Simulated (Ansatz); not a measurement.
The first iterations of a band of AlBrH₄ (6 atoms, charge 0, multiplicity 1).

Theory: Ansatz 0.2.0, RKS B3LYP-D4/def2-SVP.

```json
{"movable images": "1", "climbing image": "no", "spring": "5.0 eV/Å²", "optimiser": "quadratic models (default)", "start path": "through a guess of the saddle point", "force threshold": "0.03 eV/Å", "iteration limit": "60", "end points": "relaxed"}
```

Image 0:

```xyz
6
Properties=species:S:1:pos:R:3
Al 0.001 0.188 -0.004
H -0.005 0.738 1.489
H 1.371 0.120 -0.803
H -1.374 0.042 -0.785
Br 0.084 -2.523 0.970
H 0.079 -2.098 2.337
```

Image 2:

```xyz
6
Properties=species:S:1:pos:R:3
Al 0.022 -0.626 -0.211
H 0.010 0.278 1.972
H 1.391 0.118 -0.445
H -1.389 0.039 -0.427
Br 0.089 -2.870 0.198
H 0.033 -0.472 2.117
```

| iteration | highest image above the first end (eV) | largest band force component (eV/Å) |
| --- | --- | --- |
| 1 | 0.481 | 1.876 |
| 2 | 0.221 | 0.686 |

Does the band converge within its limit, and where does its top end?

It converged. It ended after 7 iterations with the highest image 0.075 eV above the first end. Neighbouring images differ by up to 1.3 eV, so the band resolves the path poorly. No image climbed, so the highest image needn't sit at the top of the path. So few images can step over the top or miss a turn of the path. The orbitals stay closed-shell, which can raise the energy where a bond breaks towards radicals; this wasn't checked here.

Time of the run: 18 s on 1 thread of Arm Neoverse V2 (shared host), peak memory 0.14 GiB.
